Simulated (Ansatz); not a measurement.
Task: Name a neutral molecule of Cl, F, Se, Ti and H with HOMO–LUMO gap (ωB97M-V/def2-TZVPP) between 8.55 and 8.85 eV and ideal-gas entropy at 298 K and 1 bar (rigid rotor, harmonic PBE0-D4/def2-TZVP) between 389 and 405 J/(mol·K) (Ansatz, PBE0-D4/def2-TZVP geometry).

Result: `[F][Ti]([Cl])([Cl])[SeH]` (8.64 eV, 391 J/(mol·K)). Other molecules can fit too; these were computed, each in one conformer that needn't be the lowest.
